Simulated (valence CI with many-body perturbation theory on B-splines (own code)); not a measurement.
**Hyperfine factors and g values of Pb¹⁷⁺**

Computed by configuration interaction combined with many-body perturbation theory (CI+MBPT): five valence electrons over a frozen Dirac-Fock core [Kr] 4d10 4f14, a basis of 11 s, 11 p, 10 d, 8 f, 5 g, 2 h functions for each j, with the one-electron correlation potential Σ1 (screened to all orders), the two-electron term Σ2, the three-electron term Σ3, Breit, model QED; selected single and double excitations, second order for the rest, scaled by the run's own slope (own B-spline code, finite nucleus).

No measured spectrum was set against this ion. As an estimate, levels hold to about 250 cm⁻¹ or 0.2 % of their energy and the worst to 1 %, as in measured heavy ions of charge 2 to 7. The list stops below the first excitations out of the core. Only levels of the ground parity were solved; by the run's estimate the other parity begins above the list, which can be wrong where configurations are misplaced.

A/g_I is the dipole constant over the nuclear g factor μ/I (μ in nuclear magnetons, uniformly magnetised nucleus), B/Q the quadrupole constant per barn. Both hold the static response of the core; the bare values leave it out. Large factors of s and p1/2 electrons are usually good to 5 to 10 %; those of open d and f shells near neutrality can be off by tens of per cent, and small factors of p3/2, d and f electrons come from cancelling terms and can be off by a factor of two or in sign, in half-filled shells by more. B is blank for J = 1/2, where it vanishes, and for nearly pure S terms. Energies count from the lowest level.

Levels are named by their leading jj configuration (3d3/2^4 stands for four electrons in 3d with j = 3/2), which in mixed levels can hold well under half, so a name can repeat and another be missing.

```
                     Level  E (eV)      g  A/g_I (MHz)  A/g_I bare  B/Q (MHz/b)  B/Q bare
(5s^2 5p1/2^2 5p3/2) J=3/2   0.000  1.391        13500       12000        27200     25400
(5s^2 5p1/2 5p3/2^2) J=3/2  25.996  1.447       -13700      -13900         5960      5590
(5s^2 5p1/2 5p3/2^2) J=5/2  28.549  1.199        42900       40400         -114     -93.9
(5s^2 5p1/2 5p3/2^2) J=1/2  31.790  0.664       157000      150000
```

Q: Take the isotope of mass number 207, with I = 1/2, μ = 0.5906 μN. What is the hyperfine structure of (5s^2 5p1/2 5p3/2^2) J=5/2?

A: From the table A = 50700 MHz. Shifts from the centre of gravity in MHz: F = 2: -88700, F = 3: 63400.
